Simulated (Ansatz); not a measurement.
`CCCC(C)CCC` + `O[SiH2]S` → `CS[SiH2]O` + `CCCC(C)CC`  (substitution at a C–C bond)

Program: Ansatz. Geometries: PBE0-D4/def2-TZVP. ΔE: electronic, gas phase. CCSD(T)/CBS is the MP2 limit (def2-TZVPP, def2-QZVPP) plus CCSD(T) − MP2 in def2-TZVPP, frozen cores. Functionals use def2-TZVPP. One conformer a species, not always the lowest.

`CCCC(C)CCC`:

Z-matrix (Å, degrees):
```
C
C 1 1.519
H 1 1.094 2 111.1
H 1 1.094 2 111.1 3 -119.5
H 1 1.092 2 111.7 3 120.3
C 2 1.521 1 112.2 3 60.2
H 2 1.095 1 109.2 3 -177.9
H 2 1.095 1 109.3 3 -62.2
C 6 1.531 2 115.9 1 -177.9
H 6 1.097 2 108.8 1 -55.8
H 6 1.096 2 108.6 1 58.7
C 9 1.523 6 111.8 2 68.0
C 9 1.527 6 113.5 2 -57.6
H 9 1.099 6 106.4 2 -175.1
H 12 1.093 9 111.0 6 174.2
H 12 1.093 9 111.5 6 -66.3
H 12 1.093 9 111.4 6 54.1
C 13 1.520 9 115.1 6 -56.5
H 13 1.097 9 109.5 6 67.1
H 13 1.097 9 108.2 6 -178.4
C 18 1.519 13 112.6 9 -175.0
H 18 1.097 13 109.2 9 -52.9
H 18 1.095 13 109.9 9 63.0
H 21 1.094 18 111.1 13 60.0
H 21 1.092 18 111.7 13 -179.7
H 21 1.094 18 111.0 13 -59.5
```

`O[SiH2]S`:

Cartesian coordinates in Å:
```
O 0.853 -1.227 -0.156
Si 0.049 0.025 0.537
S -1.235 1.063 -0.814
H 0.332 -1.865 -0.648
H -0.881 -0.415 1.607
H 1.114 0.905 1.062
H -0.233 1.514 -1.589
```

`CS[SiH2]O`:

Z-matrix (Å, degrees):
```
C
S 1 1.818
H 1 1.089 2 111.0
H 1 1.090 2 110.8 3 -122.4
H 1 1.089 2 106.9 3 118.9
Si 2 2.119 1 99.7 3 59.8
O 6 1.646 2 113.6 1 -63.8
H 6 1.485 2 104.1 1 173.6
H 6 1.481 2 110.9 1 52.7
H 7 0.959 6 116.7 2 -56.8
```

`CCCC(C)CC`:

```xyz
23

C    -0.716   -3.120    0.909
C    -0.141   -1.727    1.093
C    -0.388   -0.831   -0.110
C     0.072    0.616    0.046
C     1.580    0.714    0.230
C    -0.408    1.446   -1.144
C    -0.168    2.941   -1.019
H    -1.797   -3.083    0.748
H    -0.273   -3.616    0.040
H    -0.531   -3.752    1.781
H    -0.581   -1.262    1.984
H     0.933   -1.804    1.291
H    -1.462   -0.833   -0.331
H     0.101   -1.266   -0.993
H    -0.408    1.023    0.948
H     1.919    0.152    1.102
H     2.100    0.315   -0.648
H     1.905    1.748    0.367
H     0.077    1.069   -2.054
H    -1.481    1.267   -1.278
H     0.895    3.186   -0.994
H    -0.605    3.480   -1.863
H    -0.621    3.336   -0.105
```

| level | ΔE (kcal/mol) | difference from CCSD(T)/CBS |
| --- | --- | --- |
| r2SCAN-D4 | 2.3 | -0.6 |
| CAM-B3LYP-D4 | 2.9 | 0.0 |
| ωB97M-V | 2.9 | 0.0 |
| PBE | 1.3 | -1.6 |
| revPBE | 0.6 | -2.3 |
| BLYP | 0.8 | -2.1 |
| PBE0 | 1.9 | -1.0 |
| r2SCAN0 | 2.4 | -0.5 |
| BHLYP | 2.4 | -0.5 |
| MP2/def2-TZVPP | 3.4 | 0.5 |
| CCSD(T)/CBS | 2.9 | 0 |

Largest T1 diagnostic among the species: 0.011.

Leaving LDA and LC-ωPBE aside and taking each functional with its dispersion term where it has one, the values, not all of them listed here, spread over 1.5 kcal/mol, from BLYP-D4 to ωB97M-V. LDA lies +2.0 kcal/mol from PBE without D4. At CCSD(T), def2-SVP lies +2.8 kcal/mol from the extrapolated value and def2-TZVPP +0.7 kcal/mol.
